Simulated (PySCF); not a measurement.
A species of formula C7H14O2Si has this rotational fingerprint, computed with PBE0/pcSseg-1 in PySCF (dipole) on a GFN2-xTB geometry, gas phase:

| Property | Result |
| --- | --- |
| Rotational constants | A = 1831, B = 691.4, C = 541.2 MHz |
| Dipole components | \|μa\| = 0.48 D, \|μb\| = 0.45 D, \|μc\| = 0.74 D |
| Inertial defect | -73.16 u·Å² |
| κ | -0.77 |

Question: Which structure is it? (One computed conformer of each.)
A. `[CH3:1][O:2][CH2:3][C:4](=[O:5])/[CH:6]=[CH:7]/[SiH:8]([CH3:9])[CH3:10]` with C1–O2–C3–C4 70°, O2–C3–C4–O5 -149°, C3–C4–C6–C7 -174°, C6–C7–Si8–C9 121°
B. `[CH3:1][C:2](=[O:3])[C@@H:4]1[CH2:5][Si@H:6]([CH3:7])[O:8][C@@H:9]1[CH3:10]` with C1–C2–C4–C5 -137°, C2–C4–C5–Si6 -85°, C4–C5–Si6–C7 104°, C5–Si6–O8–C9 -8°, Si6–O8–C9–C10 155°
C. `[CH3:1][O:2][Si@@H:3]1[CH2:4][CH2:5][C@H:6]([CH2:7][CH:8]=[O:9])[CH2:10]1` with C1–O2–Si3–C4 -177°, C5–C6–C7–C8 61°, C6–C7–C8–O9 -135°, O2–Si3–C4–C5 -132°, Si3–C4–C5–C6 37°, C4–C5–C6–C7 70°, C5–C6–C10–Si3 37°
D. `[CH3:1][CH2:2][CH2:3][Si@@H:4]1[CH2:5][CH2:6][C@H:7]1[O:8][CH:9]=[O:10]` with C1–C2–C3–Si4 -178°, C2–C3–Si4–C5 -69°, C6–C7–O8–C9 133°, C7–O8–C9–O10 0°, C3–Si4–C5–C6 -129°, Si4–C5–C6–C7 20°, C5–C6–C7–O8 -140°, C3–Si4–C7–C6 131°

Answer: D. It is CCC[Si@@H]1CC[C@H]1OC=O, an asymmetric top, point group C1. The candidates at the same level (rigid rotor, commonest isotopes):

```json
{"SMILES": "CC(=O)[C@@H]1C[Si@H](C)O[C@@H]1C", "A (MHz)": "1669", "B (MHz)": "987.0", "C (MHz)": "821.9", "μa (D)": "2.24", "μb (D)": "0.33", "μc (D)": "2.06", "Δ (u·Å²)": "-199.90", "point group": "C1", "rotor": "asymmetric top"}
{"SMILES": "COCC(=O)/C=C/[SiH](C)C", "A (MHz)": "1899", "B (MHz)": "465.2", "C (MHz)": "423.3", "μa (D)": "1.06", "μb (D)": "1.71", "μc (D)": "0.24", "Δ (u·Å²)": "-158.61", "point group": "C1", "rotor": "near-prolate asymmetric top"}
{"SMILES": "CO[Si@@H]1CC[C@H](CC=O)C1", "A (MHz)": "1770", "B (MHz)": "682.7", "C (MHz)": "613.2", "μa (D)": "2.40", "μb (D)": "1.52", "μc (D)": "2.45", "Δ (u·Å²)": "-201.72", "point group": "C1", "rotor": "asymmetric top"}
{"SMILES": "CCC[Si@@H]1CC[C@H]1OC=O", "A (MHz)": "1831", "B (MHz)": "691.4", "C (MHz)": "541.2", "μa (D)": "0.48", "μb (D)": "0.45", "μc (D)": "0.74", "Δ (u·Å²)": "-73.16", "point group": "C1", "rotor": "asymmetric top"}
```

`CC(=O)[C@@H]1C[Si@H](C)O[C@@H]1C` has C 52 % too high; `COCC(=O)/C=C/[SiH](C)C` has B 33 % too low; `CO[Si@@H]1CC[C@H](CC=O)C1` has C 13 % too high. No structure here is proved a minimum.
